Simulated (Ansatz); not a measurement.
C3H5, doublet, geometry from GFN2-xTB, with bond 3-1 at 1.8 times its length; PBE/def2-SV(P) (Ansatz, a quantum-chemistry and plane-wave program).

Ansatz was given this input:
Ansatz 0.2 input:
```yaml
crystal:
  periodic: [false, false, false]
  atoms:
    - {symbol: C, position_ang: [1.32517045, 0.17996425, -0.00948946]}
    - {symbol: C, position_ang: [0.06095864, 0.44136230, -0.01602886]}
    - {symbol: H, position_ang: [3.00160387, 1.10451845, -0.04658435]}
    - {symbol: H, position_ang: [-0.31124892, 1.47566041, -0.05242127]}
    - {symbol: C, position_ang: [-1.04589578, -0.57280156, 0.02299841]}
    - {symbol: H, position_ang: [-0.64250733, -1.58055333, 0.05836424]}
    - {symbol: H, position_ang: [-1.67008190, -0.40821458, 0.90058097]}
    - {symbol: H, position_ang: [-1.67408412, -0.47164793, -0.86130678]}
basis:
  gaussian:
    orbitals: def2-SV_P_.json
hamiltonian:
  xc: pbe
magnetization: {spin_polarized: true, initial_magnetization: 1}
scf: {lower_state_search: off}
```
The basis file holds def2-SV(P) in the JSON format of the Basis Set Exchange.

It wrote (shortened):

```
Functional definition: PBE
these checks for a lower state are left out or cut short: stability, starts, cluster_reference, orbital_swaps, neighbouring_geometries, increment
724 factors; their error is unknown
mean field evaluation 1: about -3167.9497 eV, gradient 4.2e1 eV
mean field evaluation 2: about -3136.9591 eV, gradient 7.5e1 eV
mean field evaluation 4: about -3178.0503 eV, gradient 1.6e1 eV
mean field evaluation 8: about -3179.4426 eV, gradient 2.7e-1 eV
mean field evaluation 16: about -3179.4093 eV, gradient 1.4e-3 eV
mean field -3179.40932715 eV, -116.8411376917 hartree, gradient 9.2e-6 eV, S^2 0.779844; 0 other end points of the search recorded, 0 dependent functions left out
reference -3179.40936053 eV, -116.8411389185 hartree; 12, 11 occupied and 40, 41 virtual orbitals, 724 factors
Total energy: -3179.40936053 eV, -116.8411389185 hartree
Checks for a lower state left out: stability, starts, cluster_reference, orbital_swaps, neighbouring_geometries, increment
```
